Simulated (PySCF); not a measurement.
# Energy of Rb²⁺ (rubidium, charge +2) between two integer charges

The 4p beta orbital of [Ar] 3d10 4s2 4p5 is emptied in steps (occupation f), with all orbitals relaxed, ending at [Ar] 3d10 4s2 4p4. Computed with PySCF 2.14 in x2c-TZVPall, with scalar relativity by spin-free X2C-1e. The exact energy is a straight line in f; departures are measured from the line between the end points of the same method.

Q: Among UHF, LDA, PBE, PBE0, r2SCAN, LC-wPBE, BHandHLYP, wB97X, B3LYP, TPSS, which shows the largest delocalisation error (convex curve), and which is closest to linear?

A: Most convex: LDA (-1.567 eV at f = 0.5); closest to linear: UHF (0.217 eV).

```csv
f,UHF (eV),LDA (eV),PBE (eV),PBE0 (eV),r2SCAN (eV),LC-wPBE (eV),BHandHLYP (eV),wB97X (eV),B3LYP (eV),TPSS (eV)
1,0.000,0.000,0.000,0.000,0.000,0.000,0.000,0.000,0.000,0.000
0.75,0.166,-1.175,-1.135,-0.813,-1.059,-0.260,-0.515,-0.344,-0.901,-1.107
0.5,0.217,-1.567,-1.508,-1.078,-1.389,-0.342,-0.689,-0.467,-1.202,-1.468
0.25,0.160,-1.174,-1.126,-0.803,-1.018,-0.252,-0.520,-0.361,-0.901,-1.092
0,0.000,0.000,0.000,0.000,0.000,0.000,0.000,0.000,0.000,0.000
```

```csv
method,E(f=0) − E(f=1) (eV),−ε at f=1 (eV),−ε at f=0.5 (eV)
UHF,38.176,39.075,38.161
LDA,39.598,33.336,39.601
PBE,39.256,33.192,39.280
PBE0,39.316,34.965,39.341
r2SCAN,39.428,33.719,39.536
LC-wPBE,39.404,38.000,39.425
BHandHLYP,39.287,36.548,39.275
wB97X,39.306,37.490,39.263
B3LYP,39.425,34.618,39.426
TPSS,39.322,33.400,39.360
```

Reference removal energy between the ground levels: 39.247 eV (semi-empirical (NIST evaluation); NIST Atomic Spectra Database, ionization energies). The calculation has no spin-orbit coupling. UHF lacks correlation.
